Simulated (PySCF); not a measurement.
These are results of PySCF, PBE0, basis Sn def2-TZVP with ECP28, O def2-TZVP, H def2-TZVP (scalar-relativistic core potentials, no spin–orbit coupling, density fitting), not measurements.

```xyz
5
charge 0 multiplicity 1, angstrom
Sn    0.0000   -0.0007   -0.2947
O     1.5035   -0.1911    0.9817
O    -1.5035    0.1958    0.9808
H     1.3182   -0.1650    1.9237
H    -1.3181    0.1742    1.9229
```

Sn(OH)₂ (singlet), along the line from Sn1 (at 0) through O2 (at 1.981 Å). Core electrons replaced by a potential are absent, the electrostatic potential uses the reduced nuclear charge, and values within about 0.7 Å of such atoms have no physical meaning.

Task: Tabulate the fields along this line at 0.89, 1.09, 1.29, 1.49, 1.68, 1.88, 2.18, 2.38, 2.58, 2.77, 2.97, 3.17 Å.

Result: 
| distance (Å) | electron density (e/Å³) | electron localisation function | electrostatic potential (V) |
| --- | --- | --- | --- |
| 0.89 | 0.961 | 0.146 | 24.5 |
| 1.09 | 0.832 | 0.341 | 13.8 |
| 1.29 | 1.47 | 0.787 | 14 |
| 1.49 | 3.22 | 0.834 | 34.3 |
| 1.68 | 6.53 | 0.365 | 123 |
| 1.88 | 114 | 0.971 | 729 |
| 2.18 | 12.5 | 0.11 | 260 |
| 2.38 | 4.53 | 0.711 | 62.3 |
| 2.58 | 1.88 | 0.804 | 17.3 |
| 2.77 | 0.71 | 0.726 | 4.59 |
| 2.97 | 0.273 | 0.562 | 0.81 |
| 3.17 | 0.109 | 0.364 | -0.303 |
